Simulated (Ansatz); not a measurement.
Species: C2H6N2O, SMILES `N/C=N\CO` (charge 0, multiplicity 1).

Task: Give a relaxed geometry from r2SCAN-D4/def2-TZVP (Ansatz, a first-principles code).

Result: One answer among several that fit: the end point of this relaxation, one of several conformers (outside a Z-matrix the atoms follow the SMILES, hydrogens last).
Z-matrix (Å, degrees):
```
N
C 1 1.2796
N 2 1.3642 1 127.81
H 3 1.0057 2 118.45 1 170.78
H 3 1.0107 4 117.44 2 149.78
H 2 1.0917 1 118.02 3 -177.53
C 1 1.4396 2 117.26 6 -176.04
H 7 1.0940 1 108.45 2 -175.03
H 7 1.0983 8 108.65 1 120.35
O 7 1.4415 8 109.14 9 113.27
H 10 0.9654 7 106.54 8 61.75
```
